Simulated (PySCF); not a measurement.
H6BP3, singlet, at a GFN2-xTB geometry. Base run: CCSD(T)/cc-pVDZ (PySCF).

Input for PySCF:
```python
from pyscf import gto, scf, cc

mol = gto.Mole()
mol.atom = '''
    B    -0.04315281   -0.01312361   -0.00850091
    P     1.24820691   -0.94051147   -1.02530328
    H     2.12685527   -1.28227728   -0.01239817
    H     1.98565892    0.13617170   -1.48543529
    P    -0.47106371   -0.63310885    1.71621743
    H    -0.43311278   -1.99393306    1.47347422
    H    -1.85087757   -0.53957274    1.69079568
    P    -0.69685382    1.63516335   -0.63934784
    H    -2.05214025    1.48229857   -0.40888612
    H    -0.76496037    1.33978540   -1.98854036
'''
mol.basis = 'cc-pvdz'
mol.verbose = 4
mol.max_memory = 1800
mol.build()

mf = scf.RHF(mol)
mf.kernel()

mycc = cc.CCSD(mf, frozen=16)
mycc.kernel()
et = mycc.ccsd_t()
print('E(CCSD(T)) = %.10f' % (mycc.e_tot + et))
```

Problem. The base was run again with changes. Order these runs by total energy, lowest first: method = cisd | method = ccsd | method = mp2.

Solution. method = ccsd (ΔE vs base (kcal/mol) 11.47), method = mp2 (ΔE vs base (kcal/mol) 55.06), method = cisd (ΔE vs base (kcal/mol) 67.3)
